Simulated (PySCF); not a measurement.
C2H4BNO2. Atoms are numbered in the order given.

```xyz
10

O     -0.1152    -2.1285     0.0000
B     -0.0650    -0.7788     0.0000
C     -1.2323     0.2796     0.0000
N     -0.7226     1.4613     0.0000
C      0.7145     1.3382     0.0000
O      1.0887    -0.0385     0.0000
H      0.7603    -2.5385     0.0000
H     -2.3237     0.1646     0.0000
H      1.1326     1.8338    -0.8937
H      1.1326     1.8338     0.8937
```
Charge 0, spin multiplicity 1.

Geometry: B3LYP-D3(BJ)/def2-SVP. The structure was generated by enumeration, and PubChem lists no compound with its InChIKey, so it may never have been made. Other conformers were not sampled.

The numbers are results of PBE/pcSseg-1 (PySCF), not measurements.

GIAO shieldings, no solvent; atoms alike by connectivity are averaged. δ = σ(ref) − σ: ¹⁷O against H2O (σ = 334.3 ppm); ¹¹B against BF3 (σ = 83.9 ppm); ¹³C against TMS (σ = 182.0 ppm); ¹⁵N against NH3 (σ = 267.0 ppm); ¹H against TMS (σ = 31.49 ppm), references at their B3LYP-D3(BJ)/def2-TZVP geometries, non-relativistic.

Computed chemical shifts:
```tsv
nucleus	atoms	count	δ (ppm)
¹⁷O	O6	1	217.4
¹⁷O	O1	1	105.6
¹¹B	B2	1	14.7
¹³C	C3	1	177.4
¹³C	C5	1	103.9
¹⁵N	N4	1	464.5
¹H	H8	1	8.57
¹H	H9, H10	2	6.16
¹H	H7	1	4.66
```
